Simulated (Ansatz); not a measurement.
[TcOF4]- (TcOF4⁻). The state is a singlet with charge -1. Geometry PBE0-D4/def2-SVPD; atoms count from 1.

```xyz
6

Tc    0.102   -0.020   -0.135
O     1.078   -0.211   -1.419
F     0.387   -1.420    1.128
F    -1.551   -0.926   -0.420
F    -0.978    1.536   -0.349
F     0.962    1.042    1.196
```

In the def2 sets Tc takes a core potential; there is no spin–orbit coupling.

Estimate the Mulliken populations from the PBE0/def2-TZVPD orbitals of Ansatz.


```csv
atom,charge (e),d electrons
Tc1,2.40,4.50
O2,-0.74,–
F3,-0.66,–
F4,-0.66,–
F5,-0.66,–
F6,-0.66,–
```
Mulliken values depend strongly on the basis. With diffuse functions, as here, like atoms can get unlike values, and bond orders can come out too low or too high.

And the Mayer bond orders between heavy atoms (over 0.3)?

Tc1–O2 1.68 (1.62 Å); Tc1–F3 0.45 (1.91 Å); Tc1–F4 0.45 (1.91 Å); Tc1–F5 0.45 (1.91 Å); Tc1–F6 0.45 (1.91 Å).
